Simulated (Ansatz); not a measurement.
Reaction (hydrogenolysis of a Ge–C bond): `[CH3][Ge]([NH2])([NH2])[NH2]` + H₂ → `[NH2][GeH]([NH2])[NH2]` + CH₄

Gas-phase electronic energies from Ansatz, PBE0-D4/def2-TZVP geometries. CCSD(T)/CBS is the MP2 limit (def2-TZVPP, def2-QZVPP) plus CCSD(T) − MP2 in def2-TZVPP, frozen cores. This one scheme is used for every species. DFT in def2-TZVPP. B3LYP here is the variant with VWN-RPA as its local correlation; programs differ in this. For Ge outer-core shells are correlated without core-valence functions, which leaves a few kJ/mol of doubt a bond. Scalar relativity is left out up to krypton. One conformer a species, not always the lowest.

`[CH3][Ge]([NH2])([NH2])[NH2]`:

Z-matrix (Å, degrees):
```
C
Ge 1 1.946
H 1 1.092 2 110.8
H 1 1.092 2 110.4 3 120.2
H 1 1.091 2 109.8 3 -120.1
N 2 1.839 1 106.7 3 -61.4
N 2 1.839 1 118.0 3 60.9
N 2 1.833 1 108.6 3 175.2
H 6 1.010 2 115.4 1 162.8
H 6 1.010 2 115.6 1 33.5
H 7 1.010 2 115.2 1 -65.0
H 7 1.011 2 114.7 1 63.1
H 8 1.011 2 114.6 1 60.8
H 8 1.011 2 113.1 1 -174.0
```

H₂:

Cartesian coordinates in Å:
```
H -0.193 -0.307 -0.089
H 0.193 0.307 0.089
```

`[NH2][GeH]([NH2])[NH2]`:

Z-matrix (Å, degrees):
```
Ge
N 1 1.834
N 1 1.829 2 101.7
N 1 1.834 2 108.1 3 122.2
H 1 1.544 2 118.7 3 -117.5
H 2 1.011 1 114.4 3 51.6
H 2 1.010 1 115.3 3 179.6
H 3 1.010 1 114.5 2 179.6
H 3 1.011 1 113.3 2 54.1
H 4 1.009 1 115.8 2 102.6
H 4 1.010 1 115.8 2 -28.1
```

CH₄:

Cartesian coordinates in Å:
```
C 0.000 0.000 0.000
H 0.761 -0.731 0.274
H 0.294 0.503 -0.921
H -0.102 0.735 0.798
H -0.953 -0.507 -0.151
```

CCSD(T)/CBS gives -27.1 kJ/mol.

**Question.** Another level gave -28.1 kJ/mol. Which?
A. HF/def2-TZVPP
B. SCS-MP2/def2-TZVPP
C. B3LYP/def2-TZVPP
D. B3LYP-D4/def2-TZVPP

**Answer.** B. SCS-MP2/def2-TZVPP -28.1, B3LYP-D4 -32.8, HF/def2-TZVPP -52.9, B3LYP -43.1 kJ/mol.

Largest T1 diagnostic among the species: 0.010.

The D4 term adds +10.3 kJ/mol with B3LYP and +5.9 kJ/mol with PBE0; it sums over pairs of atoms, weighted by their polarisabilities, and B3LYP, whose exchange is more repulsive, gets the larger term. In def2-TZVPP, CCSD(T) changes the Hartree–Fock value by +25.9 kJ/mol (the triples alone add +4.3 kJ/mol) and MP2 by +31.3 kJ/mol.
